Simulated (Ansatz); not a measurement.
A short molecular-dynamics run on `O[Si]([S])(Cl)Cl` radical.

```yaml
crystal:
  periodic: [false, false, false]
  atoms:
    - {symbol: O, position_ang: [-0.834289, 0.450488, 0.977963]}
    - {symbol: Si, position_ang: [0.211545, 0.078450, -0.205389]}
    - {symbol: S, position_ang: [1.554542, -1.460874, 0.295932]}
    - {symbol: Cl, position_ang: [-0.723825, -0.679707, -1.855008]}
    - {symbol: Cl, position_ang: [1.113246, 1.830558, -0.669901]}
    - {symbol: H, position_ang: [-1.279120, -0.282815, 1.410203]}
basis:
  gaussian: {orbitals: "6-31G*"}
magnetization: {spin_polarized: true, initial_magnetization: 1}
hamiltonian: {xc: {name: revPBE}}
md: {timestep: 0.5 fs, n_steps: 20, ensemble: nvt_langevin, temperature: 700, initial_velocities: maxwell_boltzmann, friction: 0.01, seed: 530}
```

```sh
$ ansatz run in.yaml --threads 4 --pin off --events-out ev --progress --plain --max-ram 10444MiB
```

```tsv
step	time (fs)	potential energy (eV)	kinetic (eV)	T (K)	conserved (eV)
0	0.0	-45814.0938	0.4524	583	–
1	0.5	-45814.0909	0.4492	579	–
2	1.0	-45814.0891	0.4528	584	–
3	1.5	-45814.0913	0.4380	565	–
4	2.0	-45814.0972	0.4007	517	–
5	2.5	-45814.1048	0.4289	553	–
6	3.0	-45814.1086	0.4497	580	–
7	3.5	-45814.1045	0.4857	626	–
8	4.0	-45814.0929	0.4904	632	–
9	4.5	-45814.0749	0.4636	598	–
10	5.0	-45814.0545	0.4562	588	–
11	5.5	-45814.0360	0.4192	540	–
12	6.0	-45814.0225	0.4310	556	–
13	6.5	-45814.0177	0.4526	584	–
14	7.0	-45814.0196	0.4874	628	–
15	7.5	-45814.0211	0.5058	652	–
16	8.0	-45814.0155	0.5046	651	–
17	8.5	-45813.9986	0.4922	635	–
18	9.0	-45813.9730	0.4860	627	–
19	9.5	-45813.9437	0.4966	640	–
20	10.0	-45813.9184	0.5539	714	–
```

Velocities are drawn at the set temperature; a run this short doesn't reach equilibrium.

Frames (Å, forces in eV/Å):

```xyz
6
time=0.0 fs
O    -0.834    0.450    0.978   -0.515    1.037    0.624
Si    0.212    0.078   -0.205    0.669   -0.426   -0.251
S     1.555   -1.461    0.296    0.322   -0.365    0.123
Cl   -0.724   -0.680   -1.855   -0.405   -0.290   -0.699
Cl    1.113    1.831   -0.670    0.311    0.699   -0.169
H    -1.279   -0.283    1.410   -0.382   -0.654    0.372
6
time=0.5 fs
O    -0.838    0.451    0.979   -0.150    1.333    0.242
Si    0.215    0.080   -0.208    0.504   -0.385   -0.040
S     1.553   -1.461    0.298    0.331   -0.363    0.124
Cl   -0.724   -0.682   -1.852   -0.416   -0.299   -0.735
Cl    1.114    1.831   -0.673    0.319    0.718   -0.176
H    -1.268   -0.285    1.405   -0.588   -1.004    0.585
6
time=1.0 fs
O    -0.842    0.451    0.981    0.110    1.476   -0.044
Si    0.218    0.082   -0.212    0.337   -0.345    0.174
S     1.552   -1.461    0.300    0.339   -0.360    0.124
Cl   -0.725   -0.684   -1.848   -0.427   -0.308   -0.771
Cl    1.115    1.832   -0.676    0.328    0.736   -0.183
H    -1.256   -0.290    1.403   -0.687   -1.199    0.700
6
time=1.5 fs
O    -0.845    0.452    0.983    0.258    1.442   -0.215
Si    0.221    0.083   -0.215    0.166   -0.318    0.386
S     1.551   -1.461    0.303    0.346   -0.356    0.123
Cl   -0.726   -0.686   -1.845   -0.435   -0.316   -0.805
Cl    1.116    1.833   -0.678    0.340    0.759   -0.193
H    -1.247   -0.297    1.403   -0.674   -1.212    0.704
6
time=2.0 fs
O    -0.848    0.453    0.984    0.289    1.233   -0.261
Si    0.224    0.085   -0.219    0.013   -0.298    0.580
S     1.550   -1.461    0.305    0.353   -0.351    0.122
Cl   -0.727   -0.688   -1.843   -0.444   -0.324   -0.839
Cl    1.117    1.834   -0.681    0.349    0.779   -0.201
H    -1.240   -0.307    1.405   -0.561   -1.038    0.600
6
time=2.5 fs
O    -0.851    0.454    0.986    0.228    0.856   -0.198
Si    0.227    0.086   -0.222   -0.123   -0.272    0.752
S     1.549   -1.460    0.308    0.362   -0.350    0.121
Cl   -0.728   -0.690   -1.840   -0.452   -0.331   -0.871
Cl    1.118    1.835   -0.684    0.354    0.790   -0.207
H    -1.232   -0.320    1.409   -0.369   -0.693    0.403
6
time=3.0 fs
O    -0.854    0.455    0.988    0.131    0.384   -0.081
Si    0.230    0.087   -0.225   -0.257   -0.253    0.919
S     1.548   -1.460    0.310    0.370   -0.347    0.120
Cl   -0.729   -0.692   -1.837   -0.459   -0.337   -0.899
Cl    1.118    1.836   -0.687    0.359    0.801   -0.214
H    -1.225   -0.336    1.414   -0.145   -0.248    0.156
6
time=3.5 fs
O    -0.857    0.455    0.990    0.054   -0.083    0.029
Si    0.233    0.089   -0.228   -0.394   -0.244    1.088
S     1.547   -1.460    0.312    0.378   -0.343    0.119
Cl   -0.730   -0.694   -1.835   -0.465   -0.342   -0.928
Cl    1.119    1.837   -0.690    0.366    0.817   -0.221
H    -1.219   -0.352    1.420    0.061    0.195   -0.087
6
time=4.0 fs
O    -0.860    0.456    0.991    0.001   -0.520    0.128
Si    0.236    0.090   -0.232   -0.523   -0.243    1.248
S     1.546   -1.460    0.315    0.383   -0.334    0.116
Cl   -0.732   -0.696   -1.832   -0.469   -0.345   -0.954
Cl    1.120    1.839   -0.693    0.371    0.831   -0.228
H    -1.212   -0.369    1.425    0.237    0.610   -0.309
6
time=4.5 fs
O    -0.864    0.456    0.993   -0.030   -0.916    0.216
Si    0.239    0.092   -0.235   -0.640   -0.243    1.390
S     1.545   -1.460    0.317    0.387   -0.324    0.113
Cl   -0.733   -0.699   -1.829   -0.471   -0.347   -0.977
Cl    1.121    1.840   -0.696    0.375    0.840   -0.233
H    -1.205   -0.385    1.431    0.379    0.990   -0.508
6
time=5.0 fs
O    -0.867    0.456    0.994   -0.011   -1.218    0.256
Si    0.242    0.093   -0.238   -0.758   -0.232    1.521
S     1.544   -1.460    0.319    0.396   -0.320    0.112
Cl   -0.734   -0.701   -1.826   -0.472   -0.349   -0.999
Cl    1.121    1.842   -0.699    0.377    0.844   -0.237
H    -1.197   -0.398    1.436    0.469    1.274   -0.653
6
time=5.5 fs
O    -0.870    0.456    0.995    0.055   -1.419    0.243
Si    0.245    0.095   -0.240   -0.878   -0.217    1.637
S     1.543   -1.460    0.322    0.406   -0.318    0.112
Cl   -0.735   -0.703   -1.824   -0.469   -0.348   -1.011
Cl    1.122    1.843   -0.702    0.380    0.849   -0.242
H    -1.187   -0.409    1.439    0.506    1.453   -0.738
6
time=6.0 fs
O    -0.874    0.457    0.996    0.164   -1.514    0.177
Si    0.249    0.096   -0.243   -0.996   -0.202    1.735
S     1.541   -1.460    0.324    0.417   -0.319    0.113
Cl   -0.737   -0.706   -1.821   -0.461   -0.344   -1.016
Cl    1.123    1.845   -0.705    0.385    0.855   -0.248
H    -1.175   -0.416    1.441    0.491    1.524   -0.761
6
time=6.5 fs
O    -0.877    0.457    0.997    0.328   -1.459    0.036
Si    0.252    0.097   -0.245   -1.110   -0.183    1.817
S     1.540   -1.460    0.326    0.427   -0.321    0.114
Cl   -0.739   -0.708   -1.819   -0.450   -0.339   -1.014
Cl    1.124    1.846   -0.708    0.390    0.860   -0.253
H    -1.161   -0.419    1.442    0.414    1.441   -0.700
6
time=7.0 fs
O    -0.881    0.457    0.998    0.545   -1.228   -0.194
Si    0.255    0.098   -0.247   -1.224   -0.158    1.892
S     1.538   -1.459    0.329    0.439   -0.323    0.115
Cl   -0.740   -0.711   -1.817   -0.437   -0.332   -1.010
Cl    1.125    1.847   -0.712    0.394    0.861   -0.258
H    -1.144   -0.416    1.441    0.284    1.180   -0.546
6
time=7.5 fs
O    -0.885    0.457    0.998    0.798   -0.843   -0.508
Si    0.258    0.099   -0.249   -1.332   -0.131    1.963
S     1.536   -1.459    0.331    0.447   -0.322    0.116
Cl   -0.742   -0.713   -1.815   -0.425   -0.325   -1.004
Cl    1.126    1.848   -0.715    0.398    0.861   -0.262
H    -1.127   -0.409    1.437    0.115    0.760   -0.305
6
time=8.0 fs
O    -0.889    0.456    0.999    1.065   -0.324   -0.885
Si    0.262    0.101   -0.251   -1.433   -0.111    2.022
S     1.535   -1.460    0.333    0.450   -0.316    0.114
Cl   -0.744   -0.716   -1.813   -0.410   -0.317   -0.995
Cl    1.127    1.850   -0.719    0.403    0.862   -0.266
H    -1.108   -0.400    1.433   -0.075    0.207    0.009
6
time=8.5 fs
O    -0.893    0.456    1.000    1.312    0.239   -1.276
Si    0.265    0.103   -0.253   -1.527   -0.097    2.075
S     1.534   -1.460    0.335    0.452   -0.307    0.113
Cl   -0.746   -0.719   -1.811   -0.396   -0.309   -0.987
Cl    1.128    1.851   -0.722    0.408    0.863   -0.269
H    -1.091   -0.392    1.428   -0.249   -0.389    0.345
6
time=9.0 fs
O    -0.897    0.455    1.000    1.521    0.775   -1.641
Si    0.267    0.104   -0.255   -1.611   -0.088    2.121
S     1.532   -1.460    0.337    0.451   -0.295    0.110
Cl   -0.747   -0.721   -1.808   -0.382   -0.302   -0.981
Cl    1.129    1.853   -0.726    0.412    0.864   -0.273
H    -1.075   -0.386    1.423   -0.390   -0.954    0.663
6
time=9.5 fs
O    -0.901    0.455    1.000    1.678    1.228   -1.947
Si    0.270    0.106   -0.257   -1.691   -0.090    2.165
S     1.531   -1.461    0.339    0.449   -0.282    0.106
Cl   -0.750   -0.724   -1.805   -0.369   -0.295   -0.977
Cl    1.130    1.854   -0.730    0.417    0.866   -0.276
H    -1.060   -0.381    1.419   -0.485   -1.428    0.930
6
time=10.0 fs
O    -0.905    0.454    0.999    1.771    1.470   -2.135
Si    0.273    0.108   -0.259   -1.775   -0.092    2.202
S     1.530   -1.461    0.341    0.454   -0.274    0.104
Cl   -0.752   -0.727   -1.802   -0.353   -0.288   -0.972
Cl    1.131    1.856   -0.734    0.422    0.869   -0.281
H    -1.046   -0.379    1.418   -0.518   -1.684    1.082
```

Hardware: 4 threads of an Arm Neoverse V2 on a shared host. Wall time 33 s, peak host memory 0.42 GiB.
